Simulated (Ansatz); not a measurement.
```xyz
8

C    -0.0039   -0.0039   -0.4502
C    -0.0040    1.2240    0.1890
C     0.0078   -1.2359    0.1975
H    -0.0090    0.0014   -1.5347
H     0.0052    2.1562   -0.3723
H    -0.0003    1.2891    1.2912
H     0.0015   -2.1548   -0.3723
H    -0.0096   -1.2967    1.2860
```

Basis set: def2-TZVP (spherical functions). Left uncorrelated: 3 orbitals. Charge 0, multiplicity 2.

Computed with Ansatz (development build ahead of 0.2.0); each method stands on the lowest determinant of its kind that the runs found.

(1) Give the atomization energy at this shape (free ground-state atoms in the same class of orbitals less the molecule, no zero-point energy) of doublet C3H5 by UHF-MP2, UHF.

Results:

(1)

```csv
method,atomization energy
UHF-MP2,740.23 kcal/mol
UHF,587.31 kcal/mol
```

Caution: the unrestricted determinant is spin contaminated.
